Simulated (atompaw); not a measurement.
**Before and after: PAW (atompaw) potential for Sm**

```json
{
 "Element": "Sm (Z = 62)",
 "Generator": "atompaw 4.2.0.5",
 "Type": "PAW",
 "Functional": "PBE",
 "Relativity": "scalar-relativistic",
 "Frozen core": "[Kr] 4d10",
 "Valence charge": "16",
 "Reference configuration": "4f6 5s2 5p6 5d0.5 6s1.5 6p0",
 "Partial waves": "5s (bound): rc 2.55 bohr; 6s (bound): rc 3.00 bohr; 5p (bound): rc 2.20 bohr; 6p (bound, empty): rc 2.50 bohr; 5d (bound): rc 3.00 bohr; 5d channel at 3 Ry: rc 3.00 bohr; 4f (bound): rc 1.70 bohr; 4f channel at 0.45 Ry: rc 1.70 bohr",
 "Local potential": "troulliermartins scheme with l = 4 at -0.5 Ry, radius 2.00 bohr",
 "Core correction": "smooth core density matched at 1.50 bohr",
 "Augmentation charge": "sinc compensation charge, radius 2.20 bohr; PAW radius 3.00 bohr; waves and projectors: custom polynom gramschmidtortho"
}
```

Change: augmentation sinc compensation charge, radius 2.20 bohr; PAW radius 3.00 bohr; waves and projectors: custom rrkj vanderbiltortho.

Cutoffs: the cutoffs (Ry, on a coarse ladder) from which the occupation-weighted sum of valence levels, in a spherical-Bessel basis at the reference potential, stays within 10 and 1 mRy of its value at 400 Ry; they do not see the model core or the augmentation charge, which bear on the density cutoff.

Question: What does the change do?

Answer: The potential gets softer (60 Ry and 100 Ry → 45 Ry and 80 Ry); neither file shows a bound ghost.

| quantity | base | changed |
| --- | --- | --- |
| cutoff, loose | 60 Ry | 45 Ry |
| cutoff, tight | 100 Ry | 80 Ry |
| bound ghosts | none | none |
| s: phases at 3.00 bohr within 0.05 rad from the reference energy up to (Ry; the scan ends near 5) | 1.2 | 0.2 |
| p: phases at 3.00 bohr within 0.05 rad from the reference energy up to (Ry; the scan ends near 5) | 3.9 | to the end of the scan |
| d: phases at 3.00 bohr within 0.05 rad from the reference energy up to (Ry; the scan ends near 5) | to the end of the scan | to the end of the scan |
| f: phases at 3.00 bohr within 0.05 rad from the reference energy up to (Ry; the scan ends near 5) | 4.8 | to the end of the scan |
| lowest overlap eigenvalue by channel | s 0.61, p 0.80, d 0.86, f 0.98 | s 0.46, p 0.01, d 0.82, f 1.00 |

 The cutoffs see the waves, projectors and local potential, not the compensation charge or the core.
